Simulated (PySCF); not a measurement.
Compound: C6H13P2 (charge +1).
Cartesian coordinates in Å at the PBE0-D3(BJ)/def2-SVP level; atoms count from 1:
```
atom  x, y, z in Å
C1    -1.0537    2.7020   -0.0481
C2    -0.9413    1.4968    0.0326
P3    -0.7907   -0.2304    0.1497
C4    -2.1127   -0.8503    1.2004
C5    -0.9601   -0.9440   -1.4924
C6     0.8079   -0.6297    0.9155
C7     2.0068    0.2064    0.4737
P8     2.4579    0.0257   -1.3406
H9    -1.1565    3.7745   -0.1203
H10   -2.0012   -1.9397    1.3105
H11   -2.0545   -0.3710    2.1878
H12   -3.0857   -0.6251    0.7407
H13   -0.1549   -0.5902   -2.1513
H14   -0.8980   -2.0394   -1.4077
H15   -1.9376   -0.6578   -1.9074
H16    0.6409   -0.5205    2.0007
H17    0.9636   -1.7055    0.7185
H18    2.8740   -0.1587    1.0460
H19    1.8644    1.2593    0.7585
H20    3.7056    0.7057   -1.2619
H21    1.7558    1.1787   -1.8133
```

Method: PBE0-D3(BJ)/def2-SVP geometry optimisation, gas phase (PySCF 2.14.0).

Masses are those of the commonest isotopes; rigid-rotor values at the optimised geometry. The values belong to one conformer with, in the numbering `[CH:1]#[C:2][P+:3]([CH3:4])([CH3:5])[CH2:6][CH2:7][PH2:8]`, C2–P3–C6–C7 -41°, P3–C6–C7–P8 -64°, C6–C7–P8–H -169° and 96°.

Give the principal moments of inertia and the rotational constants in GHz.

Ia = 273.78, Ib = 538.27, Ic = 604.65 u·Å²; 505379 MHz·u·Å²/I gives 1846, 938.9 and 835.8 MHz, that is A = 1.8459, B = 0.9389, C = 0.8358 GHz.

Classify the top.

An asymmetric top: κ = (2 × 938.9 − 1846 − 835.8)/(1846 − 835.8) = -0.80.

Is it planar, by Δ = Ic − Ia − Ib?

Not planar: Δ = Ic − Ia − Ib = -207.40 u·Å². For a rigid frame Δ = −2 Σ m c², so Σ m c² = 103.70 u·Å² lies off the ab plane: 28.02 from hydrogen and 75.68 from heavier atoms. The atom farthest from that plane is 2.39 Å away.

Which types of transition are allowed, and where do some lines up to J = 3 fall?

The dipole components (about the centre of mass, as the species is charged) are |μa| = 3.91 D, |μb| = 0.07 D, |μc| = 0.72 D. The squared components, which scale the intensities, stand as 1.00 : 0.00 : 0.03 (a : b : c). Some of the stronger lines:

```json
{"type": "a", "branch": "Q", "J(Ka,Kc)": "2(1,1) ← 2(1,2)", "MHz": "309", "lower level (cm⁻¹)": "0.204"}
{"type": "a", "branch": "Q", "J(Ka,Kc)": "3(1,2) ← 3(1,3)", "MHz": "618", "lower level (cm⁻¹)": "0.377"}
{"type": "c", "branch": "Q", "J(Ka,Kc)": "1(1,1) ← 1(0,1)", "MHz": "907", "lower level (cm⁻¹)": "0.059"}
{"type": "a", "branch": "R", "J(Ka,Kc)": "1(0,1) ← 0(0,0)", "MHz": "1775", "lower level (cm⁻¹)": "0.000"}
{"type": "a", "branch": "R", "J(Ka,Kc)": "2(1,2) ← 1(1,1)", "MHz": "3446", "lower level (cm⁻¹)": "0.089"}
{"type": "a", "branch": "R", "J(Ka,Kc)": "2(0,2) ← 1(0,1)", "MHz": "3541", "lower level (cm⁻¹)": "0.059"}
{"type": "a", "branch": "R", "J(Ka,Kc)": "2(1,1) ← 1(1,0)", "MHz": "3653", "lower level (cm⁻¹)": "0.093"}
{"type": "a", "branch": "R", "J(Ka,Kc)": "3(1,3) ← 2(1,2)", "MHz": "5165", "lower level (cm⁻¹)": "0.204"}
{"type": "a", "branch": "R", "J(Ka,Kc)": "3(0,3) ← 2(0,2)", "MHz": "5291", "lower level (cm⁻¹)": "0.177"}
{"type": "a", "branch": "R", "J(Ka,Kc)": "3(2,2) ← 2(2,1)", "MHz": "5324", "lower level (cm⁻¹)": "0.305"}
{"type": "a", "branch": "R", "J(Ka,Kc)": "3(2,1) ← 2(2,0)", "MHz": "5357", "lower level (cm⁻¹)": "0.306"}
{"type": "a", "branch": "R", "J(Ka,Kc)": "3(1,2) ← 2(1,1)", "MHz": "5473", "lower level (cm⁻¹)": "0.215"}
{"type": "c", "branch": "R", "J(Ka,Kc)": "2(2,1) ← 1(1,1)", "MHz": "6477", "lower level (cm⁻¹)": "0.089"}
{"type": "c", "branch": "R", "J(Ka,Kc)": "3(2,2) ← 2(1,2)", "MHz": "8355", "lower level (cm⁻¹)": "0.204"}
```

Estimate the classical rotational partition function at 10 K, 25 K and 298.15 K.

Point group C1, symmetry number σ = 1; q = (√π/σ)·√((kT/h)³/(ABC)), k/h = 20836.6 MHz/K: 4430 at 10 K, 17500 at 25 K, 721000 at 298.15 K.

Whether it is a minimum is left open (no frequencies). Zero-point vibration and centrifugal distortion are left out. A rigid rotor knows nothing of internal rotation, which can split or shift real lines.

The run took 2.4 min of wall time on Arm Neoverse V2, one thread, shared host, and the process peaked at 0.88 GiB of memory. These figures are those of the optimisation.
